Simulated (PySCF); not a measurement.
A calculated (PBE, PySCF 2.14, 6-31G*, the non-relativistic Hamiltonian (point nucleus)) atom or ion has these occupied shells.

| shell | electrons | orbital energy (eV) | rms radius, mean of both spins (bohr) |
| --- | --- | --- | --- |
| 1s α | 1 | -5342.1 | 0.0776 |
| 1s β | 1 | -5342.1 | 0.0776 |
| 2s α | 1 | -612.03 | 0.337 |
| 2s β | 1 | -611.07 | 0.337 |
| 2p α | 3 | -518.87 | 0.305 |
| 2p β | 3 | -518.13 | 0.305 |
| 3s α | 1 | -86.645 | 1.03 |
| 3s β | 1 | -83.746 | 1.03 |
| 3p α | 3 | -61.351 | 1.11 |
| 3p β | 3 | -58.484 | 1.11 |
| 3d α | 3 | -22.437 | 1.43 |

Question: Name the element and its charge.

Answer: V²⁺ (vanadium, charge +2), in [Ar] 3d3, high-spin 4F determinant.
